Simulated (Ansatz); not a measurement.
`O[C]1=[CH][GaH]1` → 2 C• + Ga• + 3 H• + O•  (atomization)

Isolated molecules relaxed with PBE0-D4/def2-TZVP in Ansatz; ΔE leaves out vibrations. CCSD(T)/CBS is the MP2 limit (def2-TZVPP, def2-QZVPP) plus CCSD(T) − MP2 in def2-TZVPP, frozen cores. This one scheme is used for every species, atoms too. DFT in def2-TZVPP. HSE06 is defined as in plane-wave codes. No spin–orbit coupling; open shells (•) take unrestricted orbitals. Spin–orbit coupling would lower the free atoms: a little for C, O; clearly for Ga. Bonds to Ga are less sure, by a few kJ/mol each and by 10 to 20 or more in all where they break to atoms, as the def2 sets lack core-valence functions. Scalar relativity is left out up to krypton. Each species was taken in one conformer, which may not be the lowest.

```
          level  ΔE (eV)
       HSE06-D4    26.09
       BHLYP-D4    24.46
         revPBE    25.58
          BHLYP    24.28
      CAM-B3LYP    25.68
  CCSD/def2-SVP    23.97
CCSD/def2-TZVPP    24.58
  MP2/CBS(def2)    26.77
```

Problem. What does CCSD(T)/CBS give? (Best estimate.)

Solution. Computed: +25.90 eV. The listed levels differ from it by 0.19, -1.44, -0.32, -1.62, -0.22, -1.93, -1.32, 0.87 eV.

Largest T1 diagnostic among the species: 0.015.

In def2-TZVPP, CCSD(T) changes the Hartree–Fock value by +8.01 eV (the triples alone add +0.64 eV) and MP2 by +8.88 eV; breaking electron pairs costs correlation energy, which Hartree–Fock lacks. From PBE to PBE0 (25 % exact exchange), in def2-TZVPP and without D4, ΔE moves by −0.80 eV: exact exchange takes away binding that semilocal exchange gives to molecules. Leaving LDA and LC-ωPBE aside and taking each functional with its dispersion term where it has one, the values, not all of them listed here, spread over 2.42 eV, from BHLYP-D4 to PBE-D4. LDA lies +4.06 eV from PBE without D4, its usual overbinding.

For atomizations the MP2-based limit and the directly extrapolated one differ by several kJ/mol either way, and by 10 to 25 for some Ge, Se and Sn compounds, so smaller differences from it don't rank the levels.
